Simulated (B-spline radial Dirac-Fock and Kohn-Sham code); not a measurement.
Z = 46 (palladium), transition energy 104 keV. Level of theory: a Dirac-Hartree-Slater potential of the neutral atom with a Latter tail (no hole, which puts coefficients of high multipoles low close above an edge), finite nucleus with surface currents; an atomic code on a B-spline grid. Subshells that would emit electrons below 1 keV are left out.

Question: A pure transition shows α(K) = 0.119, L1/L2 = 10.8 and L1/L3 = 7.26. What is its multipolarity?
A. M3
B. E2
C. E4
D. M2
E. E1
F. M4
G. E3
H. M1

Answer: E. For comparison, α(K), L1/L2, L1/L3 are E2 0.944, 1.42, 1.15; E3 6.10, 0.280, 0.251; E4 38.0, 0.0799, 0.0748; M1 0.297, 16.0, 55.0; M2 2.81, 9.34, 8.13; M3 21.9, 6.06, 2.05; M4 167, 4.38, 0.920.

Values without a named source are computed, but for edge energies of neutral atoms, which are taken from tables.
